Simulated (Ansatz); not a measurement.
`C[Te]C(C)=S` + CH₃NH₂ → `C[Te]C` + `CC(N)=S`  (formal exchange of groups at a Te–C bond)

Gas-phase electronic energies from Ansatz, PBE0-D4/def2-TZVP geometries. CCSD(T)/CBS adds triple-zeta CCSD(T) − MP2 to the extrapolated MP2 energy (def2 sets, frozen cores). Functionals use def2-TZVPP. def2 core potentials past Kr. For Te outer-core shells are correlated without core-valence functions, which leaves a few kJ/mol of doubt a bond. Each species was taken in one conformer, which may not be the lowest.

`C[Te]C(C)=S`:

Z-matrix (Å, degrees):
```
C
Te 1 2.119
H 1 1.087 2 109.8
H 1 1.087 2 109.5 3 122.2
H 1 1.094 2 104.7 3 -119.0
C 2 2.100 1 96.8 3 116.0
S 6 1.617 2 125.3 1 2.0
C 6 1.497 2 111.5 1 -176.7
H 8 1.091 6 110.3 2 -146.1
H 8 1.093 6 112.7 2 -23.3
H 8 1.095 6 108.6 2 96.1
```

CH₃NH₂:

```xyz
7

C     0.153   -0.262    0.481
N    -0.482    0.192   -0.745
H     1.060    0.287    0.772
H     0.419   -1.316    0.382
H    -0.560   -0.190    1.306
H     0.158    0.123   -1.525
H    -0.747    1.165   -0.670
```

`C[Te]C`:

```xyz
9

C    -0.073   -1.374   -0.752
Te   -1.241    0.409   -0.610
C     0.088    1.369    0.759
H     0.913   -1.140   -1.146
H    -0.590   -2.046   -1.437
H     0.004   -1.844    0.227
H     1.068    1.488    0.301
H    -0.330    2.350    0.983
H     0.159    0.786    1.675
```

`CC(N)=S`:

Cartesian coordinates in Å:
```
C 0.139 -1.048 -0.308
C -0.271 0.153 0.492
N 0.091 1.326 -0.045
S -1.113 0.051 1.899
H -0.042 -1.955 0.259
H -0.444 -1.089 -1.234
H 1.197 -0.993 -0.582
H -0.165 2.177 0.425
H 0.607 1.378 -0.906
```

**Question.** Is it downhill or uphill in electronic energy at CCSD(T)/CBS, and by how much? (An estimate is asked.)

**Answer.** Ansatz gave: Downhill: ΔE = -61.8 kJ/mol.

**Question.** What do these levels give: LDA (SPW92), BLYP-D4, B97M-V, PBE0-D4, PBE, revPBE, CAM-B3LYP, RPA@PBE/def2-TZVPP, SCS-MP2/def2-TZVPP, CCSD/def2-TZVPP, SCS-MP2/def2-QZVPP, MP2/CBS(def2)? (Best estimate.)

**Answer.** Computed: LDA (SPW92) -66.2, BLYP-D4 -58.8, B97M-V -69.0, PBE0-D4 -70.9, PBE -64.7, revPBE -65.4, CAM-B3LYP -83.0, RPA@PBE/def2-TZVPP -59.5, SCS-MP2/def2-TZVPP -62.0, CCSD/def2-TZVPP -69.8, SCS-MP2/def2-QZVPP -62.0, MP2/CBS(def2) -57.2 kJ/mol.

Largest T1 diagnostic among the species: 0.016.

The D4 term adds +6.7 kJ/mol with B3LYP and +3.6 kJ/mol with PBE0; it sums over pairs of atoms, weighted by their polarisabilities, and B3LYP, whose exchange is more repulsive, gets the larger term. From r2SCAN to r2SCAN0 (25 % exact exchange), in def2-TZVPP and without D4, ΔE moves by −7.6 kJ/mol. Leaving LDA and LC-ωPBE aside and taking each functional with its dispersion term where it has one, the values, not all of them listed here, spread over 21.4 kJ/mol, from ωB97X-V to BLYP-D4.

B3LYP here is the variant with VWN-RPA as its local correlation; programs differ in this.
